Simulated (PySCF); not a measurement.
C₃H₅GeNO.
Structure used (PBE0-D3(BJ)/def2-SVP), in Å, numbered top down from 1:
```xyz
11
C3H5GeNO angstrom
C      2.3514   -0.2506    0.2247
C      1.0870    0.1134    0.0175
O      0.0449   -0.4780    0.6554
Ge    -1.5949   -0.5720   -0.0240
C     -2.0219    1.1939   -0.6771
N     -2.2625    2.2572   -1.0715
H      2.5967   -1.0695    0.9045
H      3.1585    0.2856   -0.2754
H      0.8306    0.9435   -0.6568
H     -2.5092   -0.9179    1.1444
H     -1.6415   -1.5302   -1.2176
```

Jobs on this species (11 atoms, 70 electrons) with PySCF (density fitting). Hardware of each: AMD EPYC 7R43, one thread, no GPU, shared host. Other jobs ran on the host; a repeat could differ by tens of per cent or more. Peak memory is the resident size of the whole Python process, interpreter and libraries included.

| level and settings | work | basis functions | SCF cycles | wall time | peak memory |
| --- | --- | --- | --- | --- | --- |
| delta-SCF UKS SCAN, pcX-2 on the ionised atom, pcseg-1 elsewhere, spin-free X2C | ΔSCF core ionisation, 5 holes | 153 | ? | ? | ? |
| delta-SCF UKS B3LYP, pcX-2 on the ionised atom, pcseg-1 elsewhere, spin-free X2C | ΔSCF core ionisation, 5 holes | 153 | ? | ? | ? |
| delta-SCF UKS HF, pcX-2 on the ionised atom, pcseg-1 elsewhere, spin-free X2C | ΔSCF core ionisation, 5 holes | 153 | 92 | 25 s | 0.65 GiB |
| delta-SCF UKS SCAN, def2-TZVP on the ionised atom, pcseg-1 elsewhere, spin-free X2C | ΔSCF core ionisation, 5 holes | 139 | 120 | 26 s | 0.48 GiB |
| delta-SCF UKS PBE0, pcX-2 on the ionised atom, pcseg-1 elsewhere, spin-free X2C | ΔSCF core ionisation, 5 holes | 153 | 91 | 35 s | 0.68 GiB |
| delta-SCF UKS PBE, pcX-2 on the ionised atom, pcseg-1 elsewhere, spin-free X2C | ΔSCF core ionisation, 5 holes | 153 | 123 | 18 s | 0.53 GiB |
| delta-SCF UKS SCAN, pcX-2 on the ionised atom, pcseg-1 elsewhere, non-relativistic | ΔSCF core ionisation, 5 holes | 153 | 130 | 29 s | 0.53 GiB |
| PBE0-D3(BJ)/def2-SVP, grid level 1 | geometry optimisation from a GFN2-xTB start shaken at random | 127 | 59 | 43 s | 0.53 GiB |
| delta-SCF UKS SCAN, pcX-1 on the ionised atom, pcseg-1 elsewhere, spin-free X2C | ΔSCF core ionisation, 5 holes | 132 | 131 | 25 s | 0.48 GiB |

**Question.** Fill in the missing figures.

**Answer.** 
- delta-SCF UKS SCAN, pcX-2 on the ionised atom, pcseg-1 elsewhere, spin-free X2C; ΔSCF core ionisation, 5 holes: 28 s, 0.58 GiB, 124 SCF cycles
- delta-SCF UKS B3LYP, pcX-2 on the ionised atom, pcseg-1 elsewhere, spin-free X2C; ΔSCF core ionisation, 5 holes: 36 s, 0.70 GiB, 90 SCF cycles

**Question.** What do all jobs in the table cost together?

**Answer.** About 4.4 min; the longest takes about 16 % of that, and about 2.4 times as long as the shortest.
